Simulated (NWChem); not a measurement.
System: CH3AlF2; SMILES [CH3][Al]([F])[F]

```xyz
7

Al    -0.0050     0.0473     0.0006
C     -0.0085    -1.8796     0.0014
H      0.4851    -2.2673    -0.9046
H     -1.0281    -2.2908     0.0396
H      0.5553    -2.2701     0.8638
F     -1.3995     0.9461    -0.0011
F      1.4054     0.9212    -0.0009
```
Atoms are numbered in this order, from 1.

Results from NWChem. Pople sets run with spherical d functions. Structure relaxed at the PBE0/def2-SVP level. B3LYP is NWChem's, with the RPA form of VWN correlation. Atomic charges in e: unrestrained fits to the electrostatic potential beside Mulliken populations; buried atoms are poorly determined by the fit.

For level B3LYP/def2-SVP:

| Item | Result |
|---|---|
| ESP Al1 | 1.19 |
| Mulliken Al1 | 0.97 |
| ESP C2 | -0.70 |
| Mulliken C2 | -0.36 |
| Mulliken F6 | -0.39 |
| Mulliken F7 | -0.39 |

What are these values for level Hartree-Fock/6-31G*?


| Item | Value |
|---|---|
| ESP Al1 | 1.38 |
| Mulliken Al1 | 1.44 |
| ESP C2 | -0.84 |
| Mulliken C2 | -0.83 |
| Mulliken F6 | -0.60 |
| Mulliken F7 | -0.60 |
